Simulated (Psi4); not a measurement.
C$_{4}$H$_{12}$Ge (SMILES C[C](C)(C)[GeH3]), singlet, geometry from GFN2-xTB; CAM-B3LYP/STO-3G in Psi4 1.11.

The Psi4 input:
```
memory 2 GB

molecule mol {
0 1
Ge    0.460677    1.062048    0.126699
C    -0.332507   -0.766563   -0.091449
C    -0.545268   -1.389123    1.284141
C     0.620927   -1.633645   -0.906448
C    -1.669228   -0.651054   -0.815967
H     1.773257    1.020525    0.849179
H     0.711167    1.724971   -1.194041
H    -0.437867    1.972646    0.907722
H    -0.977306   -2.385741    1.192862
H     0.401232   -1.474877    1.817090
H    -1.220683   -0.777718    1.881853
H     1.583993   -1.721540   -0.404413
H     0.786838   -1.199652   -1.892032
H     0.212155   -2.635450   -1.038846
H    -1.535079   -0.202146   -1.799709
H    -2.361309   -0.030261   -0.247731
H    -2.121620   -1.633987   -0.947957
}

set {
  basis sto-3g
  reference rks
  scf_type pk
  puream true
  d_convergence 1e-8
  dft_radial_points 99
  dft_spherical_points 590
}

energy('cam-b3lyp')
print_variables()
```

Q: What does Psi4 print? Leave out banner, timings and long lists.

A: 
```
   => Loading Basis Set <=

    Name: STO-3G
    Role: ORBITAL
    Keyword: BASIS

         ---------------------------------------------------------
                                   SCF
               by Justin Turney, Rob Parrish, Andy Simmonett
                          and Daniel G. A. Smith
                              RKS Reference
         ---------------------------------------------------------

  ==> Geometry <==

    Molecular point group: c1
    Full point group: C1

    Geometry (in Angstrom), charge = 0, multiplicity = 1:

       Center              X                  Y                   Z               Mass
    ------------   -----------------  -----------------  -----------------  -----------------
         GE           0.402991491403     0.929059024180     0.110833730044    73.921177761000
         C           -0.390192508597    -0.899551975820    -0.107314269956    12.000000000000
         C           -0.602953508597    -1.522111975820     1.268275730044    12.000000000000
         C            0.563241491403    -1.766633975820    -0.922313269956    12.000000000000
         C           -1.726913508597    -0.784042975820    -0.831832269956    12.000000000000
         H            1.715571491403     0.887536024180     0.833313730044     1.007825032230
         H            0.653481491403     1.591982024180    -1.209906269956     1.007825032230
         H           -0.495552508597     1.839657024180     0.891856730044     1.007825032230
         H           -1.034991508597    -2.518729975820     1.176996730044     1.007825032230
         H            0.343546491403    -1.607865975820     1.801224730044     1.007825032230
         H           -1.278368508597    -0.910706975820     1.865987730044     1.007825032230
         H            1.526307491403    -1.854528975820    -0.420278269956     1.007825032230
         H            0.729152491403    -1.332640975820    -1.907897269956     1.007825032230
         H            0.154469491403    -2.768438975820    -1.054711269956     1.007825032230
         H           -1.592764508597    -0.335134975820    -1.815574269956     1.007825032230
         H           -2.418994508597    -0.163249975820    -0.263596269956     1.007825032230
         H           -2.179305508597    -1.766975975820    -0.963822269956     1.007825032230

  Running in c1 symmetry.

  Rotational constants: A =      0.14639  B =      0.06455  C =      0.06455 [cm^-1]
  Rotational constants: A =   4388.52036  B =   1935.12325  C =   1935.12302 [MHz]
  Nuclear repulsion =  378.205992483025341

  Charge       = 0
  Multiplicity = 1
  Electrons    = 68
  Nalpha       = 34
  Nbeta        = 34

  ==> Algorithm <==

  SCF Algorithm Type is PK.
  DIIS enabled.
  MOM disabled.
  Fractional occupation disabled.
  Guess Type is SAD.
  Energy threshold   = 1.00e-06
  Density threshold  = 1.00e-08
  Integral threshold = 1.00e-12

  ==> Primary Basis <==

  Basis Set: STO-3G
    Blend: STO-3G
    Number of shells: 32
    Number of basis functions: 50
    Number of Cartesian functions: 51
    Spherical Harmonics?: true
    Max angular momentum: 2

  ==> DFT Potential <==

   => LibXC <=

    Version 7.1.2
    S. Lehtola, C. Steigemann, M. J. T. Oliveira, and M. A. L. Marques,  SoftwareX 7, 1–5 (2018) (10.1016/j.softx.2017.11.002)

   => Composite Functional: CAM-B3LYP <=

    CAM-B3LYP Hyb-GGA Exchange-Correlation Functional

    T. Yanai, D. P. Tew, and N. C. Handy,  Chem. Phys. Lett. 393, 51 (2004) (10.1016/j.cplett.2004.06.011)

    Deriv               =              1
    GGA                 =           TRUE
    Meta                =          FALSE

    Exchange Hybrid     =           TRUE
    MP2 Hybrid          =          FALSE

   => Exchange Functionals <=

    0.3500         Becke 88 [omega = 0.3300]
    0.4600   Short-range recipe for B88 functional - erf [omega = 0.3300]

   => Exact (HF) Exchange <=

    0.4600            HF,LR [omega = 0.3300]
    0.1900               HF

[...]
  We computed 127085 shell quartets total.
  Whereas there are 139656 unique shell quartets.

  Computing range-separated integrals for PK
  We computed 127085 wK shell quartets total.
  Whereas there are 139656 wK unique shell quartets.

  ==> DiskJK: Disk-Based J/K Matrices <==

    J tasked:                  Yes
    K tasked:                  Yes
    wK tasked:                 Yes
    Omega:               3.300E-01
    Schwarz Cutoff:          1E-12

  Minimum eigenvalue in the overlap matrix is 2.0217063511E-01.
  Reciprocal condition number of the overlap matrix is 7.6986564422E-02.
    Using symmetric orthogonalization.

  ==> Pre-Iterations <==

  SCF Guess: Superposition of Atomic Densities via on-the-fly atomic UHF (no occupation information).

   -------------------------
    Irrep   Nso     Nmo
   -------------------------
     A         50      50
   -------------------------
    Total      50      50
   -------------------------

  ==> Iterations <==

                        Total Energy        Delta E     RMS |[F,P]|

   @RKS iter SAD: -2205.66516182053419   -2.20567e+03   0.00000e+00
   @RKS iter   1: -2210.35688815209915   -4.69173e+00   1.38499e-02 ADIIS/DIIS
   @RKS iter   2: -2210.50034400028881   -1.43456e-01   1.45866e-02 ADIIS/DIIS
   @RKS iter   3: -2210.78340023093097   -2.83056e-01   1.06003e-03 ADIIS/DIIS
   @RKS iter   4: -2210.78501815138588   -1.61792e-03   2.09561e-04 ADIIS/DIIS
   @RKS iter   5: -2210.78509498219864   -7.68308e-05   9.93867e-05 DIIS
   @RKS iter   6: -2210.78511255794865   -1.75758e-05   1.56708e-05 DIIS
   @RKS iter   7: -2210.78511352487203   -9.66923e-07   2.06168e-06 DIIS
   @RKS iter   8: -2210.78511354343846   -1.85664e-08   7.50203e-07 DIIS
   @RKS iter   9: -2210.78511354455259   -1.11413e-09   1.23731e-07 DIIS
   @RKS iter  10: -2210.78511354458715   -3.45608e-11   1.03328e-08 DIIS
   @RKS iter  11: -2210.78511354458396    3.18323e-12   1.62908e-09 DIIS
  Energy and wave function converged.

  ==> Post-Iterations <==

   Electrons on quadrature grid:
      Ntotal   =   67.9999953689 ; deviation = -4.631e-06

    Orbital Energies [Eh]
    ---------------------

    Doubly Occupied:

[...]
      34A     -0.252303

    Virtual:

[...]
      50A      0.612410

    Final Occupation by Irrep:
              A
    DOCC [    34 ]
    NA   [    34 ]
    NB   [    34 ]

  @RKS Final Energy: -2210.78511354458396

   => Energetics <=

    Nuclear Repulsion Energy =            378.2059924830253408
    One-Electron Energy =               -3842.6540154484623599
    Two-Electron Energy =                1334.5153969943353331
    DFT Exchange-Correlation Energy =     -80.8524875734825201
    Empirical Dispersion Energy =           0.0000000000000000
    VV10 Nonlocal Energy =                  0.0000000000000000
    Total Energy =                      -2210.7851135445839645

Computation Completed

Properties will be evaluated at   0.000000,   0.000000,   0.000000 [a0]

Properties computed using the SCF density matrix

 Multipole Moments:

 ------------------------------------------------------------------------------------
     Multipole            Electronic (a.u.)      Nuclear  (a.u.)        Total (a.u.)
 ------------------------------------------------------------------------------------

 L = 1.  Multiply by 2.5417464519 to convert [e a0] to [Debye]
 Dipole X            :          7.3882667           -7.4126937           -0.0244270
 Dipole Y            :         17.0329617          -17.0892740           -0.0563123
 Dipole Z            :          2.0319776           -2.0386958           -0.0067182
 Magnitude           :                                                    0.0617486

 ------------------------------------------------------------------------------------

  Variable Map:
  ----------------------------------------------------------------------------
[...]
  Array Variable Map:
  ----------------------------------------------------------------------------
[...]
[...]
```
